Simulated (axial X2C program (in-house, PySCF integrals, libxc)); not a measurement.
**Which molecule gave these maps?**

PBE0 fields computed with an axial X2C code built on PySCF integrals, spin-free, near the equilibrium distance, one atom at z = 0.

The maps cover the half plane through the axis: z from -2.4 to 4.2 Å along the bond, ρ from 0.15 to 2.25 Å away from it.

log10 of the density in e/bohr³:

```
 ρ\z  -2.4  -1.8  -1.2  -0.6   0.0   0.6   1.2   1.8   2.4   3.0   3.6   4.2
0.15  -3.1  -2.3  -1.4  -0.5   1.4  -0.5  -1.1  -0.1   0.9  -0.7  -1.8  -2.4
0.45  -3.1  -2.3  -1.5  -0.8   0.2  -0.8  -1.1  -0.4   0.0  -0.9  -1.9  -2.5
0.75  -3.2  -2.5  -1.7  -1.1  -0.8  -1.1  -1.3  -1.0  -0.7  -1.4  -2.1  -2.6
1.05  -3.4  -2.6  -2.0  -1.5  -1.3  -1.4  -1.5  -1.6  -1.6  -1.9  -2.3  -2.7
1.35  -3.5  -2.9  -2.3  -1.8  -1.6  -1.7  -1.8  -2.0  -2.4  -2.4  -2.6  -2.9
1.65  -3.7  -3.1  -2.6  -2.2  -2.0  -2.0  -2.1  -2.4  -2.8  -2.8  -2.9  -3.2
1.95  -4.0  -3.4  -2.9  -2.6  -2.4  -2.3  -2.4  -2.6  -3.0  -3.1  -3.2  -3.4
2.25  -4.2  -3.7  -3.2  -2.9  -2.7  -2.7  -2.7  -2.9  -3.2  -3.4  -3.4  -3.7
```

Electron localisation function (collinear form, no current term, damped to 0 at low density):

```
 ρ\z  -2.4  -1.8  -1.2  -0.6   0.0   0.6   1.2   1.8   2.4   3.0   3.6   4.2
0.15  0.20  0.66  0.81  0.21  0.24  0.19  0.26  0.75  0.70  0.66  0.24  0.64
0.45  0.17  0.63  0.82  0.23  0.57  0.20  0.38  0.82  0.79  0.61  0.27  0.67
0.75  0.12  0.55  0.80  0.58  0.21  0.55  0.57  0.43  0.74  0.36  0.33  0.70
1.05  0.07  0.44  0.73  0.77  0.64  0.77  0.72  0.11  0.12  0.12  0.41  0.73
1.35  0.03  0.29  0.59  0.72  0.73  0.77  0.80  0.13  0.00  0.05  0.50  0.70
1.65  0.01  0.15  0.41  0.57  0.63  0.71  0.78  0.29  0.00  0.04  0.51  0.52
1.95  0.00  0.06  0.23  0.38  0.48  0.60  0.69  0.35  0.01  0.04  0.33  0.19
2.25  0.00  0.01  0.09  0.21  0.31  0.43  0.51  0.25  0.02  0.02  0.09  0.03
```

Problem. Which molecule is it?
A. BiSe⁻
B. ScAs
C. KSe
D. IO⁻

Solution. B. ScAs, with As at z = 0 and Sc at z = 2.262 Å, state M_S = 0, Λ = 0 (closed shell), basis As dyall-cv3z [9s9p6d4f1g], Sc dyall-cv3z [10s11p7d5f2g] (cores contracted in-house). One determinant describes the state; a PBE0 search over occupations chose it and may have missed a lower one. PBE0 can misorder states that lie within some tenths of an eV, so this need not be the ground state of the molecule. The nearest other spin-free determinant of the search, M_S = 1, Λ = 1, lies 0.43 eV up at the distance of the search.
